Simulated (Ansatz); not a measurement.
```yaml
crystal:
  periodic: [false, false, false]
  atoms:
    - {symbol: Se, position_ang: [-1.357518, 1.466473, -2.299373]}
    - {symbol: C, position_ang: [-0.564364, 0.601841, -0.985223]}
    - {symbol: S, position_ang: [-0.735788, 1.043740, 0.662401]}
    - {symbol: Sb, position_ang: [0.632480, -0.574455, 1.900099]}
    - {symbol: H, position_ang: [0.071679, -0.258366, -1.185461]}
    - {symbol: H, position_ang: [0.046125, -1.917851, 1.019289]}
    - {symbol: H, position_ang: [1.968585, -0.429381, 0.842666]}
basis:
  gaussian: {orbitals: STO-3G}
hamiltonian: {xc: {name: PBEsol}}
output: {forces: true}
```

```sh
$ ansatz run in.yaml --threads 4 --pin off --events-out ev --progress --plain --max-ram 10444MiB
```

Output, abridged:

```
Functional definition: PBEsol
669 factors; integrals over basis functions are off by at most 3.1e-5 eV
mean field evaluation 1: about -246399.3008 eV, gradient 2.1e1 eV
mean field evaluation 2: about -246342.9211 eV, gradient 8.0e1 eV
mean field evaluation 4: about -246401.5125 eV, gradient 9.4e0 eV
mean field evaluation 8: about -246401.9319 eV, gradient 1.1e-1 eV
mean field evaluation 16: about -246401.8711 eV, gradient 3.6e-5 eV
mean field -246401.87106711 eV, -9055.1017445293 hartree, gradient 3.6e-5 eV, S^2 0.000000; 0 other end points of the search recorded, 0 dependent functions left out
reference -246401.87108959 eV, -9055.1017453557 hartree; 55, 55 occupied and 7, 7 virtual orbitals, 669 factors
Total energy: -246401.87108959 eV, -9055.1017453557 hartree
Atom 0 at    -1.357518     1.466473    -2.299373 Å, force     0.386731    -0.426347     0.610763 eV/Å
Atom 1 at    -0.564364     0.601841    -0.985223 Å, force    -0.831102     0.864900    -1.695580 eV/Å
Atom 2 at    -0.735788     1.043740     0.662401 Å, force    -0.250823     0.463636     1.017365 eV/Å
Atom 3 at     0.632480    -0.574455     1.900099 Å, force     0.419147    -0.600875    -0.474857 eV/Å
Atom 4 at     0.071679    -0.258366    -1.185461 Å, force     0.544204    -0.718093    -0.043583 eV/Å
Atom 5 at     0.046125    -1.917851     1.019289 Å, force     0.194392     0.462382     0.263227 eV/Å
Atom 6 at     1.968585    -0.429381     0.842666 Å, force    -0.462547    -0.045603     0.322664 eV/Å
Dipole moment:     0.331828    -0.387481     0.322004 e Å
```

Hardware: 4 threads of an AMD EPYC 7B13 on a shared host. Wall time 0.7 s, peak host memory 0.11 GiB.
